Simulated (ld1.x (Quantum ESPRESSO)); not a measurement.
# palladium (Pd): one change to a TM potential, before and after

- Element: Pd
- Generator: ld1.x (Quantum ESPRESSO) 7.5
- Type: norm-conserving Troullier–Martins (Kleinman–Bylander form)
- Functional: LDA (PZ)
- Relativity: scalar-relativistic
- Frozen core: [Ar] 3d10 4s2
- Valence charge: 16
- Reference configuration: 4p6 4d9 5s0 5p0 (charge +1)
- Partial waves: 5s (bound, empty): rc 1.80 bohr; 4p (bound): rc 1.70 bohr; 4d (bound): rc 1.20 bohr; 4f channel at 0.1 Ry: rc 1.40 bohr
- Local potential: all-electron potential smoothed inside 0.95 bohr (lloc = -1)
- Core correction: a·sin(br)/r model core inside 0.90 bohr

Change: all radii but the core radius scaled by about 1.28 (s 2.30, p 2.16, d 1.54, f 1.78 bohr); local potential all-electron potential smoothed inside 1.22 bohr (lloc = -1).

Cutoffs: the cutoffs (Ry, on a coarse ladder) from which the occupation-weighted sum of valence levels, in a spherical-Bessel basis at the reference potential, stays within 10 and 1 mRy of its value at 400 Ry; they do not see the model core or the augmentation charge, which bear on the density cutoff. Errors are all-electron minus pseudo energies relative to the spin-unpolarised reference configuration.

Q: What does the change do?

A: The potential gets softer (80 Ry and 90 Ry → 70 Ry and 80 Ry); both files keep a bound ghost (s); the number of tests that count goes from 8 to 9; of the 8 tests that both files solve, the error grows in 3 and shrinks in 2 by more than 15 % and 0.3 meV (median size 25.1 → 28.6 meV). A larger radius leaves more room for a smooth pseudo-wave, so fewer plane waves are needed.

| quantity | base | changed |
| --- | --- | --- |
| cutoff, loose | 80 Ry | 70 Ry |
| cutoff, tight | 90 Ry | 80 Ry |
| loose cutoff by channel (10 mRy a level) | p 30 Ry, d 55 Ry | p 30 Ry, d 50 Ry |
| bound ghosts | s | s |
| tests counted (converged, no solver errors) | 8 of 9 | 9 of 9 |
| error for 4p6 4d10 5s0 5p0, meV [ΔE -9.39 eV] | -0.8 | -1.0 |
| error for 4p6 4d8 5s0 5p0, meV [ΔE 21.08 eV] | -3.8 | -5.4 |
| error for 4p6 4d7 5s0 5p0, meV [ΔE 55.68 eV] | -20 | -27 |
| error for 4p6 4d9 5s0 5p1, meV [ΔE -4.07 eV] | +76 | +35 |
| error for 4p6 4d8 5s1 5p0, meV [ΔE 4.41 eV] | -77 | -35 |
| error for 4p6 4d6 5s0 5p0, meV [ΔE 105.23 eV] | -55 | -75 |
| error for 4p6 4d9 5s0 5p0 (spin-polarised), meV [ΔE -0.14 eV] | +7.2 | +7.6 |
| error for 4p6 4d8 5s0 5p0 (spin-polarised), meV [ΔE 20.45 eV] | +30 | +30 |

Base: Tests not counted: 4p6 4d9 5s1 5p0 (solver errors, printed error +4.2 eV). Changed file: These tests converged, but a pseudo level misses the all-electron one widely, so the file describes the atom poorly there or has found another state: 4p6 4d6 5s0 5p0: empty 5s by 9.6 eV. A true bound ghost makes a file unfit for plane-wave use even where its test errors are small: the radial tests pick states by their node count and pass the ghost by. Where a test does run into it, the solver fails or the error is huge.
